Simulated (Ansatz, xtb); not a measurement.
## Ranking isomers of C5H9Br

11 gas-phase structures of C5H9Br, from a drawn sample of its isomers (lower ones may exist). Each was relaxed with GFN2-xTB; where two conformers were screened, the lower at r2SCAN-D4/def2-SVP is listed:

A. `CC(C)=CCBr`, a singlet
B. `C=C(CC)CBr`, a singlet
C. `C=C(C)[C@H](C)Br`, a singlet
D. `C/C=C(/C)CBr`, a singlet
E. `C/C=C\[C@H](C)Br`, a singlet
F. `CC[C@@H]1C[C@@H]1Br`, a singlet
G. `BrC1CCCC1`, a singlet
H. `CC(C)/C=C/Br`, a singlet
I. `CC/C=C(\C)Br`, a singlet
J. `C/C=C/[C@H](C)Br`, a singlet
K. `C=C(Br)CCC`, a singlet

Task: Make a reasoned guess at their ranking by r2SCAN-D4/def2-SVP single-point energy.

Result: Calculated order at r2SCAN-D4/def2-SVP: G (0.0), J (15.0), C (15.0), D (15.2), A (15.6), E (16.0), I (16.5), K (17.8), B (18.5), H (19.3), F (23.2) kcal/mol. Less than 1 kcal/mol parts J and C; C and D; D and A; A and E; E and I; K and B; B and H, so the order within those pairs means little.

Energies above the lowest of each column, in kcal/mol; the last columns are at PBE0-D3(BJ)/def2-SVP geometries and were run for some of them only (a dash: not run or not comparable):

```
structure  GFN2-xTB  HF/STO-3G  r2SCAN-D4/def2-SVP  PBE0-D3(BJ)/def2-SVP  CCSD(T)/def2-SVP + ΔMP2/def2-TZVPP
        G       0.0        0.0                 0.0                   0.0                                 0.0
        J      23.7       42.5                15.0                  17.6                                   –
        C      23.9       43.8                15.0                  17.6                                   –
        D      22.9       41.6                15.2                  17.3                                   –
        A      22.2       42.3                15.6                  17.3                                13.7
        E      25.2       44.4                16.0                     –                                   –
        I      22.8       39.4                16.5                     –                                   –
        K      25.1       41.1                17.8                     –                                   –
        B      26.0       43.6                18.5                     –                                   –
        H      24.5       39.9                19.3                     –                                   –
        F      23.1       38.3                23.2                     –                                   –
```

Every level run on G puts it lowest or level with the lowest. Some further structures that were screened fall inside this span and aren't listed. Flexible structures stand in one conformer each, not always the lowest. Frequencies (GFN2-xTB) were run for A, G alone. ΔMP2 is the change of the MP2 energy from the smaller to the larger basis.

Over these structures GFN2-xTB departs from r2SCAN-D4/def2-SVP by 2.4 kcal/mol on average once a common shift is removed. A GFN2-xTB relaxation took about 0.074 s and the r2SCAN-D4/def2-SVP energy about 2.2 s on a shared host (Ansatz 0.2.0, xtb 6.7.1).
